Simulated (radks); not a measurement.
Values are calculated unless marked as measured or tabulated.
The germanium ion Ge+, 31 electrons, occupied as [Ar] 3d10 4s2 4p1. Code: a radial shooting solver on a logarithmic mesh with Libxc functionals. Model: scalar-relativistic Kohn-Sham, PBE, spin-unpolarised, spherical densities, point nucleus. Some entries of the table are withheld. Estimate them.

orbital,occ.,eigenvalue (hartree),r(max) (bohr),<r> (bohr)
1s,2,-403.1506,0.03073,(1)
2s,2,-50.74466,0.1760,0.2100
2p,6,(2),0.1412,0.1837
3s,2,-6.52362,0.5424,0.6242
3p,6,(3),0.5431,0.6470
3d,10,-1.40819,0.5037,0.7349
4s,2,-0.72980,1.712,2.030
4p,1,(4),2.086,(5)
5s,0,-0.16770,4.975,5.512

Answer. 
(1) 1s <r> (bohr): 0.04700
(2) 2p eigenvalue (hartree): -44.38433
(3) 3p eigenvalue (hartree): -4.58070
(4) 4p eigenvalue (hartree): -0.41315
(5) 4p <r> (bohr): 2.555
